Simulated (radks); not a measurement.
Valence configurations of I (all share [Kr]). Method: Dirac Kohn-Sham, LDA (Slater exchange, Perdew-Wang correlation), spin-unpolarised, spherical densities, finite nucleus; open shells fill j = l - 1/2 first; Fermi nuclear charge, rms radius 4.75 fm; computed with a radial shooting solver on a logarithmic mesh with Libxc functionals. Energies are relative to 4d10 5s2 5p5; eigenvalues in eV.

4d10 5s2 5p5: E (eV) 0.000; e(4d3/2) -51.204; e(4d5/2) -49.480; e(5p1/2) -7.904; e(5p3/2) -6.875; e(5s1/2) -17.567
4d9 5s2 5p6: E (eV) 45.328; e(4d3/2) -57.769; e(4d5/2) -55.975; e(5p1/2) -9.107; e(5p3/2) -7.921; e(5s1/2) -19.432
4d9.5 5s2 5p5.5: E (eV) 21.983; e(4d3/2) -54.486; e(4d5/2) -52.727; e(5p1/2) -8.508; e(5p3/2) -7.400; e(5s1/2) -18.508
4d10 5s1 5p6: E (eV) 10.809; e(4d3/2) -52.595; e(4d5/2) -50.867; e(5p1/2) -8.507; e(5p3/2) -7.430; e(5s1/2) -18.354
4d10 5s1.5 5p5.5: E (eV) 5.376; e(4d3/2) -51.907; e(4d5/2) -50.181; e(5p1/2) -8.210; e(5p3/2) -7.156; e(5s1/2) -17.966

NIST lists [Kr] 4d10 5s2 5p5 as the ground configuration; this level of theory agrees among the configurations tried. The energies are those of spherical spin-averaged densities, not of single terms.
